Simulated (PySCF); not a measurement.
Pm²⁺ (promethium, charge +2) across methods

[Xe] 4f4 6p1, one real determinant (an excited configuration). Computed with PySCF 2.14 in x2c-TZVPPall with one added diffuse shell each of s, p, d, f type (12s8p8d5f2g, 129 functions), with scalar relativity by spin-free X2C-1e.

| method | E (hartree) | mean ε 5p β (eV) | mean ε 4f α (eV) | mean ε 6p α (eV) | Σ⟨r²⟩ (bohr²) | ⟨S²⟩ |
| --- | --- | --- | --- | --- | --- | --- |
| LDA | -10011.09 | -41.355 | -26.115 | -12.576 | 55.62 | 8.751 |
| PBE | -10018.65 | -41.144 | -26.043 | -12.599 | 55.91 | 8.751 |
| PBE0 | -10018.64 | -42.972 | -28.931 | -13.033 | 56.12 | 8.752 |
| UHF | -10015.34451 | -47.102 | -36.952 | -13.881 | 57.53 | 8.754 |
| r2SCAN | -10019.01 | -41.723 | -26.659 | -12.587 | 56.02 | 8.753 |

⟨L²⟩ = 36.01 against 56 for a pure K term, so this real determinant mixes terms. Spin-orbit coupling, absent here, splits the open shell strongly.
